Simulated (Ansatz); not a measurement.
Mulliken charges of CH₄ClFOSn, SMILES `[OH][SnH]([Cl])[CH2]F` from PBE/def2-TZVPP in Ansatz (PBE0-D4/def2-TZVP geometry).

| atom | x (Å) | y (Å) | z (Å) | charge (e) |
| --- | --- | --- | --- | --- |
| O1 | 0.694 | 1.880 | -0.372 | -0.498 |
| Sn2 | 0.763 | -0.040 | -0.007 | 0.910 |
| Cl3 | 1.509 | -0.248 | 2.197 | -0.367 |
| C4 | -1.297 | -0.665 | -0.118 | -0.192 |
| F5 | -1.441 | -1.666 | -1.058 | -0.189 |
| H6 | 1.483 | 2.359 | -0.109 | 0.186 |
| H7 | 1.906 | -0.825 | -0.994 | -0.105 |
| H8 | -1.906 | 0.194 | -0.411 | 0.131 |
| H9 | -1.623 | -1.036 | 0.855 | 0.123 |

Question: By hand: the dipole of these point charges (1 e Å = 4.8032 D).

Answer: Σ q r = (-0.057, -0.016, -0.269) e Å, of length 0.275 e Å = 1.32 D.

Question: How does the dipole of the full density compare? (Best estimate.)

Answer: The calculation gave: (-0.014, 0.050, -0.140) e Å, 0.72 D; the point charges give 1.83 times that, at 24° from its direction.

Point charges leave out the atoms' own dipoles, such as those of lone pairs, and Mulliken's split depends on the basis, so the two needn't agree.
